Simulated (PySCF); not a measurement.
H2SeO2, singlet: computed properties

Method: PBE0 in PySCF with Se def2-TZVP, O def2-TZVP, H def2-TZVP; no relativity; density-fitted integrals.

The structure is a minimum.

| Property | Result |
| --- | --- |
| Point group | C2v |
| Bond lengths | Se–H 1.501 Å (×2), Se–O 1.600 Å (×2) |
| Bond angles | H–Se–H 99.3°, H–Se–O 108.2° (×4), O–Se–O 122.5° |
| Entropy at 298.15 K and 1 bar | 267.6 J/(mol K) |
| Atomisation energy without zero-point energy | 1176 kJ/mol |
| Dipole moment | 3.96 D |
| Highest occupied level | -9.06 eV |
| Rotational symmetry number | 2 |
| Heat capacity Cp at 298.15 K | 52.8 J/(mol K) |
| Principal polarisabilities | 28.5, 32.2, 37.4 bohr³ |
| Enthalpy at 298.15 K above 0 K | 11.85 kJ/mol |
| Lowest empty level | -1.06 eV |
| Zero-point energy | 61.7 kJ/mol |
| Rotational constants | 0.8873, 0.2572, 0.2127 cm⁻¹ |
| Principal quadrupole moments (Buckingham, traceless) about the centre of mass | -9.86, 3.61, 6.25 D Å |

Harmonic modes (masses in u: Se 79.917, O 15.995, H 1.008):
```csv
symmetry,ω (cm⁻¹),IR (km/mol),type
a1,336,31.5,bend
b1,630,15.8,bend
a2,820,0.0,bend
b2,966,28.8,bend
a1,968,38.0,stretch
b2,1052,124,stretch
a1,1067,22.0,bend
b1,2233,72.7,stretch
a1,2244,60.2,stretch
```

In C2v the vibrations span 4a1 + 2b1 + a2 + 2b2. The a2 mode carries no infrared intensity, as symmetry demands.

Charges (e):
| atom | Mulliken | Löwdin | polar tensor | Mayer order to Se1 |
| --- | --- | --- | --- | --- |
| Se1 | 0.82 | 0.68 | 1.65 | – |
| O2,3 | -0.51 | -0.38 | -0.69 | 1.74 |
| H4,5 | 0.10 | 0.04 | -0.13 | 0.80 |

Mulliken populations on Se1: s 7.53, p 14.82, d 10.74, f 0.08.

Outer orbital energies (eV). occupied: -19.97, -14.90, -13.58, -12.51, -9.53, -9.43, -9.11, -9.06; empty: -1.06, -0.31, 0.31, 0.33.

Counting electrons, selenium keeps none of its valence electrons outside its bonds, so the VSEPR class is AX4 and the expected shape is tetrahedral; with unlike ligands the computed point group is C2v.

This need not be the most stable arrangement of these atoms.

The final relaxation and frequency run took 45 s on 2 threads of a shared Arm Neoverse V1 host, with 122 basis functions and 13 gradients; the process peaked at 1.6 GiB.
